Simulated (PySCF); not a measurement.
## Core-level binding energies of `B1CCCCC1`

C₅H₁₁B.
Z-matrix (Å and degrees, PBE0-D3(BJ)/def2-SVP geometry), rows numbered from 1:
```
B 
C   1  1.5645
C   2  1.5294  1  115.45
C   3  1.5265  2  112.35  1   -38.46
C   4  1.5265  3  112.22  2    59.81
C   5  1.5294  4  112.36  3   -59.77
H   1  1.2149  2  119.94  3  -167.96
H   2  1.1144  1  101.24  3  -118.63
H   2  1.1028  1  112.69  3   131.45
H   3  1.1028  2  111.01  1  -162.24
H   3  1.1050  2  109.06  1    81.79
H   4  1.1023  3  109.93  2  -177.54
H   4  1.1067  3  109.34  2   -61.68
H   5  1.1028  4  110.10  3   175.95
H   5  1.1050  4  108.44  3    60.85
H   6  1.1029  1  112.64  2  -150.67
H   6  1.1143  1  101.31  2    99.41
```

Theory: PySCF, delta-SCF UKS SCAN, pcX-2 on the ionised atom, pcseg-1 elsewhere, spin-free X2C. Each binding energy is the total energy of the core-ionised species, with the hole localised on one atom, minus that of the ground state; both are solved self-consistently, so orbital relaxation is included.

Problem. What binding energy does each computed site have?

Solution. 
```
atom(s)     bonded to  level  binding energy (eV)  above the level's lowest (eV)  count
     B1     2 C and H   B 1s               195.46                           0.00      1
  C2/C6  C, 2 H and B   C 1s               289.91                           0.00      2
     C4   2 C and 2 H   C 1s               290.31                          +0.40      1
  C3/C5   2 C and 2 H   C 1s               290.33                          +0.42      2
```

Lowest listed C 1s: C2/C6, bonded to C, 2 H and B. Highest, 0.42 eV above it: C3/C5, bonded to 2 C and 2 H. Summing the Pauling electronegativity differences to the bonded atoms, each weighted by its formal bond order, gives -1.21 for the lowest site and -0.70 for the highest; no listed site has a larger sum than the highest. The values 290.31 and 290.33 eV lie too close for their order to be trusted.

Problem. Which photon energy gives electrons from C 1s of C4 a kinetic energy of 200 eV, and what is their de Broglie wavelength?

Solution. hν = 290.31 + 200 = 490.31 eV, recoil neglected; λ = 12.264 Å/√(E/eV) = 0.87 Å.

Atoms equivalent by their bonding share one computed value, that of the first of them. Isolated species at its PBE0-D3(BJ)/def2-SVP geometry (one conformer only).
